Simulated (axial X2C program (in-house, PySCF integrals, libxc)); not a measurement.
**Testing model relations on ZnH⁻**

A bond curve at the PBE0 level, with spin–orbit coupling, was computed with an in-house relativistic program for diatomic molecules (basis Zn dyall-acv3z [10s11p7d4f2g], H dyall-av3z [7s3p2d] (cores contracted in-house)) for the state Ω = 0 (closed shell). Its fit gives Re = 1.7615 Å, ωe = 1064.7 cm⁻¹, ωexe = 45.7 cm⁻¹ and αe = 3.387e-01 cm⁻¹; the masses are 63.9291 and 1.0078 u. Two-component means X2C with spin–orbit coupling and atomic mean-field Coulomb and Gaunt terms.

(1) Find the reduced mass, Be and the force constant.

(2) Estimate the centrifugal constant by the Kratzer relation.

(3) A Morse curve ties αe to the other constants (Pekeris). How well does that hold?

(4) Estimate De from a Morse curve and compare with the computed well depth of 1.129 eV to Zn + H-.

(5) Where do the fundamental and the first overtone lie?

Occupations by symmetry block were frozen at the best pattern of an incomplete PBE0 search. De is counted from the lowest determinant-based energies of the atoms at the same level, without counterpoise correction. The highest occupied level of some functionals is positive through self-interaction error; at Hartree–Fock it is bound.

Results:

(1) From the PBE0 values: μ = 0.9922 u. Be = 16.8576/(μ Re²) = 5.476 cm⁻¹. k = 5.8918×10⁻⁷ μ ωe² = 0.663 mdyn/Å.

(2) D = 4Be³/ωe² = 5.79e-04 cm⁻¹.

(3) αe(Morse) = 6Be²/ωe × (√(ωexe/Be) − 1) = 3.192e-01 cm⁻¹; the PBE0 curve gives 3.387e-01 cm⁻¹, a ratio of 0.94.

(4) De(Morse) = ωe²/(4ωexe) = 0.769 eV against 1.129 eV computed, a ratio of 0.68. The extrapolation falls short: long-range attraction (ionic or ion–induced dipole) or a change of character along the curve can cause this.

(5) ν(1←0) = ωe − 2ωexe = 973.3 cm⁻¹; ν(2←0) = 2ωe − 6ωexe = 1855.2 cm⁻¹.
